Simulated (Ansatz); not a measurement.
Geometry optimisation, RHF/def2-SVP in Ansatz 0.2.0.

The input (input.yaml):

```yaml
crystal:
  periodic: [false, false, false]
  atoms:
    - { symbol: Ge, position_ang: [0.18283, -0.186818, 0.184264] }
    - { symbol: Ge, position_ang: [0.123322, -0.080386, 2.594203] }
    - { symbol: H, position_ang: [-0.926602, -1.070584, 3.108132] }
    - { symbol: H, position_ang: [1.492683, -0.469539, 3.154077] }
    - { symbol: H, position_ang: [-0.24604, 1.342374, 3.010854] }
    - { symbol: F, position_ang: [1.817244, -0.266589, -0.355309] }
    - { symbol: F, position_ang: [-0.374838, 1.303459, -0.47858] }
    - { symbol: H, position_ang: [-0.568201, -1.29045, -0.550858] }
    - { symbol: H, position_ang: [-2.356667, 0.61512, 0.896403] }
    - { symbol: H, position_ang: [-2.385932, 0.220014, 1.485815] }
basis:
  gaussian: { orbitals: def2-SVP }
hamiltonian:
  xc: hf
relax:
  f_tol: 0.03
  max_steps: 50
output:
  orbitals: {}
```

Launched with:

```bash
$ ansatz run input.yaml --threads 2 --pin off --max-ram 3072MiB --backend cpu --events-out ev --progress --plain --runs-dir out
```

Where does it end, and by what steps?

The run converged. The force dipped under the threshold on the way, but the program's further checks kept it going. After 28 steps the energy has fallen by 0.207 eV; H10 moved furthest, 1.68 Å.

```json
{"step": "0", "energy less start (eV)": "0.0000", "largest force component (eV/Å)": "1.203", "accepted": "yes"}
{"step": "1", "energy less start (eV)": "-0.1080", "largest force component (eV/Å)": "0.178", "accepted": "yes"}
{"step": "2", "energy less start (eV)": "-0.1467", "largest force component (eV/Å)": "0.098", "accepted": "yes"}
{"step": "3", "energy less start (eV)": "-0.1628", "largest force component (eV/Å)": "0.164", "accepted": "yes"}
{"step": "4", "energy less start (eV)": "-0.1692", "largest force component (eV/Å)": "0.069", "accepted": "yes"}
{"step": "5", "energy less start (eV)": "-0.1742", "largest force component (eV/Å)": "0.136", "accepted": "yes"}
{"step": "6", "energy less start (eV)": "-0.1769", "largest force component (eV/Å)": "0.178", "accepted": "yes"}
{"step": "7", "energy less start (eV)": "-0.1793", "largest force component (eV/Å)": "0.192", "accepted": "yes"}
{"step": "8", "energy less start (eV)": "-0.1827", "largest force component (eV/Å)": "0.243", "accepted": "yes"}
{"step": "9", "energy less start (eV)": "-0.1857", "largest force component (eV/Å)": "0.271", "accepted": "yes"}
{"step": "10", "energy less start (eV)": "-0.1872", "largest force component (eV/Å)": "0.324", "accepted": "yes"}
{"step": "11", "energy less start (eV)": "-0.1932", "largest force component (eV/Å)": "0.204", "accepted": "yes"}
{"step": "12", "energy less start (eV)": "-0.1989", "largest force component (eV/Å)": "0.074", "accepted": "yes"}
{"step": "13", "energy less start (eV)": "-0.2022", "largest force component (eV/Å)": "0.011", "accepted": "yes"}
{"step": "14", "energy less start (eV)": "-0.1978", "largest force component (eV/Å)": "0.303", "accepted": "no"}
{"step": "15", "energy less start (eV)": "-0.2038", "largest force component (eV/Å)": "0.073", "accepted": "yes"}
{"step": "16", "energy less start (eV)": "-0.2043", "largest force component (eV/Å)": "0.080", "accepted": "yes"}
{"step": "17", "energy less start (eV)": "-0.2046", "largest force component (eV/Å)": "0.068", "accepted": "yes"}
{"step": "18", "energy less start (eV)": "-0.2055", "largest force component (eV/Å)": "0.007", "accepted": "yes"}
{"step": "19", "energy less start (eV)": "-0.2058", "largest force component (eV/Å)": "0.012", "accepted": "yes"}
{"step": "20", "energy less start (eV)": "-0.2053", "largest force component (eV/Å)": "0.143", "accepted": "no"}
{"step": "21", "energy less start (eV)": "-0.2062", "largest force component (eV/Å)": "0.034", "accepted": "yes"}
{"step": "22", "energy less start (eV)": "-0.2063", "largest force component (eV/Å)": "0.065", "accepted": "yes"}
{"step": "23", "energy less start (eV)": "-0.2065", "largest force component (eV/Å)": "0.049", "accepted": "yes"}
{"step": "24", "energy less start (eV)": "-0.2068", "largest force component (eV/Å)": "0.043", "accepted": "yes"}
{"step": "25", "energy less start (eV)": "-0.2058", "largest force component (eV/Å)": "0.111", "accepted": "no"}
{"step": "26", "energy less start (eV)": "-0.2072", "largest force component (eV/Å)": "0.040", "accepted": "yes"}
{"step": "27", "energy less start (eV)": "-0.2070", "largest force component (eV/Å)": "0.069", "accepted": "no"}
{"step": "28", "energy less start (eV)": "-0.2074", "largest force component (eV/Å)": "0.020", "accepted": "yes"}
```

```xyz
10
Properties=species:S:1:pos:R:3
Ge 0.492 -0.397 0.209
Ge 0.428 -0.268 2.652
H -0.779 -1.066 3.154
H 1.722 -0.875 3.204
H 0.309 1.201 3.057
F 1.763 0.609 -0.370
F -0.931 0.342 -0.426
H 0.638 -1.737 -0.502
H -3.158 1.090 0.801
H -3.726 1.218 1.271
```

Whether the end is a true minimum wasn't checked by a vibrational analysis.

Time of the run: 61 s on 2 threads of Arm Neoverse V2 (shared host), peak memory 0.32 GiB.
